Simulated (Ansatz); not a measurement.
C₉H₁₅NO (relaxed from a model of N-butylpyridinium hydroxide, whose bonding it doesn't keep). Charge 0, multiplicity 3. Geometry PBE-D4/def2-SVP, that of the neutral singlet; atoms count from 1.

```csv
atom,x (Å),y (Å),z (Å)
C1,-3.253,1.147,-2.076
C2,-2.089,0.157,-2.016
C3,-1.231,0.303,-0.757
C4,-0.073,-0.701,-0.701
N5,0.771,-0.545,0.477
C6,1.883,0.402,0.370
C7,2.384,0.780,1.731
C8,2.191,-0.037,2.810
C9,1.337,-1.191,2.722
C10,0.633,-1.377,1.557
H11,-3.936,1.019,-1.210
H12,-3.854,1.018,-2.998
H13,-2.891,2.196,-2.057
H14,-2.481,-0.884,-2.074
H15,-1.444,0.281,-2.914
H16,-1.860,0.175,0.152
H17,-0.823,1.337,-0.702
H18,-0.475,-1.736,-0.713
H19,0.569,-0.608,-1.603
H20,1.523,1.286,-0.200
H21,2.999,1.690,1.797
H22,2.661,0.212,3.776
H23,1.197,-1.876,3.568
H24,-0.097,-2.193,1.432
O25,2.931,-0.113,-0.466
H26,3.428,-0.743,0.094
```

At PBE0-D4/def2-TZVP a singlet of charge 0 lies 2.65 eV below the triplet at the same geometry.

Problem. Estimate the Mulliken populations from the PBE0/def2-TZVP orbitals of Ansatz.

Solution. 
| atom | charge (e) | spin (α − β) |
| --- | --- | --- |
| C1 | -0.36 | 0.00 |
| C2 | -0.18 | 0.00 |
| C3 | -0.22 | 0.02 |
| C4 | -0.19 | -0.04 |
| N5 | 0.10 | 0.29 |
| C6 | 0.07 | -0.06 |
| C7 | -0.21 | 0.74 |
| C8 | -0.23 | 0.11 |
| C9 | -0.08 | 0.39 |
| C10 | -0.22 | 0.56 |
| H11 | 0.12 | 0.00 |
| H12 | 0.13 | 0.00 |
| H13 | 0.12 | 0.00 |
| H14 | 0.10 | 0.00 |
| H15 | 0.10 | 0.00 |
| H16 | 0.11 | 0.00 |
| H17 | 0.10 | 0.00 |
| H18 | 0.11 | 0.01 |
| H19 | 0.14 | 0.01 |
| H20 | 0.10 | 0.02 |
| H21 | 0.12 | -0.04 |
| H22 | 0.11 | -0.01 |
| H23 | 0.13 | -0.02 |
| H24 | 0.12 | -0.04 |
| O25 | -0.42 | 0.06 |
| H26 | 0.31 | 0.00 |
Mulliken values depend strongly on the basis.

Problem. Where does the spin sit?

Solution. Summed by element: C 1.73, N 0.29, H -0.07, O 0.06, of 2 unpaired in all. Largest on single atoms: C7 0.74, C10 0.56, C9 0.39.

Problem. And the Mayer bond orders between heavy atoms (over 0.3)?

Solution. C1–C2 1.01 (1.53 Å); C2–C3 1.01 (1.53 Å); C3–C4 1.01 (1.53 Å); C4–N5 0.92 (1.46 Å); N5–C6 0.93 (1.46 Å); N5–C10 1.23 (1.37 Å); C6–C7 1.04 (1.50 Å); C6–O25 1.08 (1.44 Å); C7–C8 1.28 (1.37 Å); C8–C9 1.54 (1.44 Å); C9–C10 1.19 (1.37 Å).
